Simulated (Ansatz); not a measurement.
Stepwise reaction of `[OH][GeH3]` with methanol, as a gas-phase model of exchange steps in deposition or etching. ΔE in kJ/mol.

Computed with Ansatz on PBE0-D4/def2-TZVP structures; ΔE is electronic, products minus reactants. CCSD(T)/CBS is the MP2 limit (def2-TZVPP, def2-QZVPP) plus CCSD(T) − MP2 in def2-TZVPP, frozen cores. This one scheme is used for every species. DFT in def2-TZVPP. B3LYP here is the variant with VWN-RPA as its local correlation; programs differ in this. For Ge outer-core shells are correlated without core-valence functions, which leaves a few kJ/mol of doubt a bond. Scalar relativity is left out up to krypton. Each species was taken in one conformer, which may not be the lowest.

| step | reaction | PBE-D4 | B3LYP-D4 | ωB97M-V | CCSD(T)/CBS |
| --- | --- | --- | --- | --- | --- |
| 1 | `[OH][GeH3]` + CH₃OH → `C[O][GeH2][OH]` + H₂ | -17.9 | -20.7 | -19.5 | -22.0 |
| 2 | `C[O][GeH2][OH]` + CH₃OH → `C[O][GeH]([OH])[O]C` + H₂ | -32.9 | -37.4 | -36.9 | -39.1 |
| 3 | `C[O][GeH]([OH])[O]C` + CH₃OH → `C[O][Ge]([OH])([O]C)[O]C` + H₂ | -15.1 | -19.7 | -18.6 | -21.9 |

Task: By hand: ΔE of the 3 steps together at CCSD(T)/CBS.

Result: (-22.0) + (-39.1) + (-21.9) = -83.0 kJ/mol, or -27.7 kJ/mol a step.

In ΔE step 2 is the lowest and step 3 the highest. All are downhill at CCSD(T)/CBS. PBE-D4 differs from CCSD(T)/CBS by 4.1 to 6.8 kJ/mol a step. Isolated molecules leave out the surface, adducts and barriers. Largest T1 diagnostic: 0.012.
